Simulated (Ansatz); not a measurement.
Relaxation of BF2H2N (6 atoms, charge 0, multiplicity 1), to a largest force component of 0.02 eV/Å in at most 40 steps.

Method: RKS r2SCANh/def2-SVP in Ansatz 0.2.0.

```xyz
6
Properties=species:S:1:pos:R:3
B 0.000 0.000 0.000
N 0.000 0.000 1.550
H -0.877 -0.271 2.080
H 0.877 0.271 2.080
F 1.143 0.000 -0.660
F -1.143 0.000 -0.660
```

Q: Where does it end, and by what steps?

A: The forces met the threshold. After 5 steps the energy has fallen by 0.588 eV; H3 moved furthest, 0.19 Å.

```csv
step,energy less start (eV),largest force component (eV/Å),accepted
0,0.0000,4.418,yes
1,-0.5072,2.115,yes
2,-0.5754,0.658,yes
3,-0.5866,0.166,yes
4,-0.5878,0.058,yes
5,-0.5883,0.010,yes
```

```xyz
6
Properties=species:S:1:pos:R:3
B 0.000 0.000 0.084
N 0.000 0.000 1.477
H -0.845 -0.097 2.019
H 0.845 0.097 2.019
F 1.130 0.129 -0.604
F -1.130 -0.129 -0.604
```

The run took 5 s on 2 threads of Intel(R) Xeon(R) 6975P-C (Granite Rapids), on a shared host, peak memory 0.15 GiB.
